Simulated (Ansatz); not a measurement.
A nudged elastic band was laid between two geometries of CH6AlBS (10 atoms, charge 0, multiplicity 1).

Level of theory: RHF/cc-pVDZ in Ansatz.

```json
{
 "movable images": "5",
 "climbing image": "yes",
 "spring": "5.0 eV/Å²",
 "optimiser": "quadratic models (default)",
 "start path": "through a guess of the saddle point",
 "force threshold": "0.03 eV/Å",
 "iteration limit": "60",
 "end points": "relaxed"
}
```

Image 0:

```xyz
10
Properties=species:S:1:pos:R:3
B -1.231 1.134 -1.170
Al 0.881 1.091 -0.749
S 1.744 -0.392 0.646
C 0.319 -1.404 1.215
H -1.721 0.510 -2.075
H -2.004 1.786 -0.517
H 1.952 2.080 -1.376
H -0.448 -0.785 1.678
H 0.701 -2.100 1.959
H -0.110 -1.973 0.392
```

Image 6:

```xyz
10
Properties=species:S:1:pos:R:3
B -1.222 1.093 -1.238
Al 0.873 1.099 -0.738
S 1.732 -0.356 0.687
C 0.317 -1.380 1.259
H -1.674 0.404 -2.116
H -2.025 1.781 -0.662
H 1.941 2.107 -1.340
H -0.234 -0.865 2.044
H 0.731 -2.301 1.665
H -0.356 -1.634 0.442
```

**Question.** Which bonds break or form, and what moves?

**Answer.** No bond is made or broken. The dihedral Al2–S3–C4–H10 goes from 65 to 41°.

**Question.** Give the energies along the band, and the barrier.

**Answer.** It converged. The highest image is number 1 of 0 to 6, 0.31 eV above the first end and 0.30 eV above the last; the last end lies 0.00 eV above the first. The profile has 2 maxima (images 1, 3) with wells between them (image 2): this band takes more than one step, which may be the mechanism or a detour left from its start path. A vibrational analysis at the climbing image gives one clearly imaginary mode, 117i cm⁻¹: a first-order saddle point.

| image | path coordinate (Å) | energy (eV) | dihedral Al2–S3–C4–H10 (°) |
| --- | --- | --- | --- |
| 0 | 0.00 | 0.00 | 65 |
| 1 | 2.96 | 0.31 | 64 |
| 2 | 4.81 | 0.13 | 8 |
| 3 | 6.67 | 0.25 | 81 |
| 4 | 8.52 | 0.21 | 111 |
| 5 | 10.37 | 0.01 | 104 |
| 6 | 12.23 | 0.00 | 41 |

**Question.** What is the geometry of the highest image?

**Answer.** 
```xyz
10
Properties=species:S:1:pos:R:3:forces:R:3
B -1.404 1.542 -1.265 0.00 0.00 0.00
Al 0.579 0.990 -0.654 0.00 0.00 0.00
S 0.889 0.253 1.451 0.00 0.00 0.00
C 0.588 -1.555 1.250 0.00 0.00 0.00
H -2.191 0.745 -1.708 0.00 0.00 0.00
H -1.818 2.668 -1.167 0.00 0.00 0.00
H 1.843 1.068 -1.615 0.00 0.00 0.00
H -0.412 -1.758 0.868 0.00 0.00 0.00
H 0.675 -1.993 2.242 0.00 0.00 0.00
H 1.334 -2.012 0.601 0.00 0.00 0.00
```

Time of the run: 8.1 min on 1 thread of Arm Neoverse V1, with other jobs on the host, peak memory 0.18 GiB.
